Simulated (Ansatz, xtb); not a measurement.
Pulling on the Zn1–H2 bond in FHZn (SMILES [F][ZnH]) (multiplicity 1 held, fragments rigid). Energies count from the point at 1.505 Å.
Geometry at that point (charge 0, multiplicity 1):
| atom | x (Å) | y (Å) | z (Å) |
|---|---|---|---|
| Zn | 0.0000 | 0.0000 | -0.3581 |
| H | 0.0000 | 0.0000 | -1.8636 |
| F | 0.0000 | 0.0000 | 1.4008 |

R- and RO- levels are restricted; in cc, def2 and unpolarised 6-31G sets they are followed outwards from rest. U- levels take the lowest unrestricted solution at each point, which mixes spins at long bonds. Active spaces are followed from a long bond inwards. Levels need not reach the same state.

Cores are frozen in the correlated methods.

Run with Ansatz (a program for electronic structure); xtb for the GFN methods.  The GFN methods have no spin term and hold the electronic entropy of 300 K.

```csv
level,energy at R = 4.817 Å (kcal/mol)
GFN2-xTB,87.86
R-HF/def2-SVP,151.19
U-HF/def2-SVP,58.75
R-MP2/def2-SVP,111.88
U-SCS-MP2/def2-SVP,77.50
U-CCSD(T)/def2-SVP,78.42
"CASSCF(2,2)/def2-SVP",[?]
"FIC-MRCISD on CASSCF(2,2)/def2-SVP",76.78
"FIC-MRCISD+Q on CASSCF(2,2)/def2-SVP",78.38
```

**Question.** Some entries are withheld; supply them.

**Answer.** 
- CASSCF(2,2)/def2-SVP, energy at R = 4.817 Å (kcal/mol): 68.41

Doubts at one or more of the structures used: a restricted determinant that unrestricted orbitals would lower (R-HF/def2-SVP, R-MP2/def2-SVP); a spin-contaminated determinant (U-HF/def2-SVP, U-SCS-MP2/def2-SVP, U-CCSD(T)/def2-SVP).
